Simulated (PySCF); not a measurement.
From one molecule to another.

First species: C₄H₂ClFO₂S₂.
Bonds: O1–S2 (double), S2–O3 (double), S2–Cl4, S2–C5, C5–S6 (aromatic), S6–C7 (aromatic), C7–C8 (aromatic), C8–C9 (aromatic), C9–F10, C5–C9 (aromatic). Hydrogens: H11 on C7; H12 on C8.

Second species: C3H5NOS.
Atom-mapped SMILES: `[NH2:1][C:2](=[O:3])[C@H:4]1[CH2:5][S:6]1` (hydrogens: H7, H8 on N1; H9 on C4; H10, H11 on C5)

Levels: CAM-B3LYP/def2-SVPD for dipole moment, HOMO energy, LUMO energy, HOMO–LUMO gap, static isotropic polarisability and electronic spatial extent ⟨r²⟩ about the centre of nuclear charge; TDDFT CAM-B3LYP/def2-SVPD for lowest singlet excitation; TDA CAM-B3LYP/def2-SVPD for lowest triplet excitation (Tamm–Dancoff); GFN2-xTB for rotational constant A and rotational constant C. Geometries: GFN2-xTB. Each structure is a single optimised conformer of the isolated species, non-relativistic unless stated; the electronic structure was computed with PySCF and density fitting.

Dipoles, sizes and rotational constants follow the conformer. The torsions of the flexible species, by atom-mapped SMILES:
- `[O:1]=[S:2](=[O:3])([Cl:4])[c:5]1[s:6][cH:7][cH:8][c:9]1[F:10]`: O1–S2–C5–S6 11°
- `[NH2:1][C:2](=[O:3])[C@H:4]1[CH2:5][S:6]1`: N1–C2–C4–C5 -56°, H–N1–C2–O3 170°, H–N1–C2–O3 6°

Values for the first species:

| Property | Result |
| --- | --- |
| Dipole moment | 5.56 D |
| HOMO energy | -9.36 eV |
| LUMO energy | -1.30 eV |
| HOMO–LUMO gap | 8.06 eV |
| Lowest singlet excitation | 5.22 eV |
| Lowest triplet excitation (Tamm–Dancoff) | 3.58 eV |
| Static isotropic polarisability | 102.3 au |
| Electronic spatial extent ⟨r²⟩ about the centre of nuclear charge | 1866 bohr² |
| Rotational constant A | 1.380 GHz |
| Rotational constant C | 0.618 GHz |

(1) Estimate the same properties for the second species, and the change in each.

Answers

(1) 
```csv
property,first,second,second less first
dipole moment,5.56 D,2.96 D,-2.60 D
HOMO energy,-9.36 eV,-8.51 eV,+0.85 eV
LUMO energy,-1.30 eV,0.43 eV,+1.73 eV
HOMO–LUMO gap,8.06 eV,8.94 eV,+0.88 eV
lowest singlet excitation,5.22 eV,4.91 eV,-0.31 eV
lowest triplet excitation (Tamm–Dancoff),3.58 eV,4.48 eV,+0.90 eV
static isotropic polarisability,102.3 au,64.6 au,-37.7 au
electronic spatial extent ⟨r²⟩ about the centre of nuclear charge,1866 bohr²,681 bohr²,-1185 bohr²
rotational constant A,1.380 GHz,6.271 GHz,+4.891 GHz
rotational constant C,0.618 GHz,1.826 GHz,+1.208 GHz
```

On the first: The vertical singlet–triplet gap S1 − T1 is 1.64 eV (TDDFT singlet less Tamm–Dancoff triplet; S1: HOMO→LUMO, weight 0.89; T1: HOMO→LUMO, weight 0.77). In atomic units the dipole is 2.19 e·bohr (1 au = 2.5417 D).

On the second: A dipole of 2.96 D is allowed in C1, and pure rotational transitions are dipole-allowed. No computed singlet falls in the visible range (750 to 380 nm, 1.65 to 3.26 eV); S1 lies 1.65 eV above its blue end.
